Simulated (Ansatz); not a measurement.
Start from `[F][Ge]([F])([Cl])[SeH]` and change one atom or group to get `C#[C][Ge]([F])([F])[Cl]`.

Ansatz, PBE0-D4/def2-TZVP geometries, multiplicity 1. Each molecule was computed in one conformer, which needn't be the lowest.

Scalar relativity is left out up to krypton. Spin–orbit coupling is left out; it splits and shifts lone-pair levels of the heavy atoms by tenths of an eV.

| property | `[F][Ge]([F])([Cl])[SeH]` |
| --- | --- |
| size of the dipole moment (ωB97M-V/def2-TZVPP) / D | 2.57 |
| HOMO energy (PBE0/def2-TZVPP) / eV | -8.19 |
| LUMO energy (ωB97M-V/def2-TZVPP) / eV | 0.18 |
| HOMO–LUMO gap (ωB97M-V/def2-TZVPP) / eV | 10.55 |
| size of the dipole moment (B3LYP/def2-TZVPP) / D | 2.60 |
| HOMO–LUMO gap (PBE/def2-TZVPP) / eV | 4.17 |

Q: What does the change do to each property? (An estimate is asked.)

A: Computed: 
| property | `C#[C][Ge]([F])([F])[Cl]` | shift |
| --- | --- | --- |
| size of the dipole moment (ωB97M-V/def2-TZVPP) / D | 3.07 | 0.50 |
| HOMO energy (PBE0/def2-TZVPP) / eV | -9.40 | -1.21 |
| LUMO energy (ωB97M-V/def2-TZVPP) / eV | 1.00 | 0.82 |
| HOMO–LUMO gap (ωB97M-V/def2-TZVPP) / eV | 12.67 | 2.12 |
| size of the dipole moment (B3LYP/def2-TZVPP) / D | 3.06 | 0.46 |
| HOMO–LUMO gap (PBE/def2-TZVPP) / eV | 6.07 | 1.90 |

With PBE0 the HOMO falls by 1.21 eV and the LUMO rises by 0.75 eV, so the gap widens by about 1.96 eV. PBE moves the HOMO by -1.15 eV and ωB97M-V by -1.30 eV. The zero-point energy changes by 28.8 kJ/mol with +3 modes. Dipoles are sizes alone; their direction can turn.

B3LYP here is the variant with VWN-RPA as its local correlation; programs differ in this.
